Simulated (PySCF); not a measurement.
# One molecule, several mistakes: BCGeH7N cation

All numbers below are calculated, not measured. They come from PySCF 2.14.0, an open-source quantum chemistry program, on an isolated molecule that a program drew, which may never have been made. The molecule is BCGeH7N cation (charge +1, singlet), drawn as the SMILES string `BC[NH][GeH2+]`.

Each row is a Hartree-Fock (HF) and frozen-core CCSD(T) single point in the cc-pVDZ basis, meant for a local HF minimum. Run 1 is clean. Each other run has one planted mistake out of seven kinds, and not every kind appears here: one electron removed, one electron added, multiplicity raised by two, geometry at a saddle point, minimal basis STO-3G, one bond length entered in bohr, all coordinates scaled. The reference is restricted for singlets and unrestricted otherwise, and also for a bond in bohr. Adding or removing an electron swaps singlet and doublet. Electrons count all cores. HOMO and LUMO are orbital energies over both spins, the gradient is its largest component, and the lowest frequency (negative if imaginary) is given only where the gradient is small. Bond lengths are over the 10 bonds as drawn. T1 is the CCSD diagnostic: over 0.02 (restricted) or 0.045 (unrestricted) a single reference is doubtful. Germanium has the cc-pVDZ-PP basis, with a core potential (ECP10MDF) in place of its 10 inner electrons, and its 3s, 3p and 3d shells are frozen in CCSD(T).

Geometry of the clean run:
```xyz
11
BCGeH7N cation, angstrom
B    -1.3572   -2.2208   -0.3114
C    -0.5206   -0.8873   -0.4948
N    -0.7842   -0.1466   -1.7512
Ge   -0.9190    1.5549   -1.9896
H    -2.0566   -2.6357   -1.1889
H    -1.2389   -2.8072    0.7199
H     0.5412   -1.1591   -0.4552
H    -0.6886   -0.2237    0.3569
H    -0.8899   -0.7358   -2.5606
H    -1.1936    2.0445   -3.3858
H    -0.7788    2.4470   -0.7858
```

```
run,electrons,basis functions,<S^2>,HOMO (eV),LUMO (eV),gradient (hartree/bohr),lowest frequency (cm^-1),mean bond (Å),longest bond (Å),T1,HF (hartree),CCSD(T) (hartree),mistake
1,56,100,0.000,-15.93,-4.39,9.9e-06,64,1.3385,1.723,0.0188,-414.17661,-414.71971,no fault
2,57,100,0.767,-5.83,2.22,6.7e-02,-,1.3385,1.723,0.0136,-414.36382,-414.91231,one electron added
3,56,100,0.893,-14.05,-4.89,2.8e-02,-,1.4703,2.801,0.0880,-414.03294,-414.57072,one bond length entered in bohr
4,55,100,0.765,-21.88,-12.99,1.2e-01,-,1.3385,1.723,0.0486,-413.65655,-414.16008,one electron removed
5,56,100,2.034,-12.30,-5.93,1.6e-01,-,1.3385,1.723,0.0217,-414.07985,-414.58568,?
```

**Which mistake was planted in run 5, and what did it cost?**

Electrons, basis and geometry are unchanged, and <S^2> is 2.034, beside S(S+1) = 2.00 for a multiplicity of 3. So the mistake is: multiplicity raised by two. Subtracting run 1 and multiplying by 627.51 kcal/mol a hartree, the energy moved by 60.7 kcal/mol in HF and 84.1 kcal/mol in CCSD(T).

Cautions from the logs. Run 3: T1 is over the limit, so its CCSD(T) energy is less reliable; run 4: T1 is over the limit, so its CCSD(T) energy is less reliable.
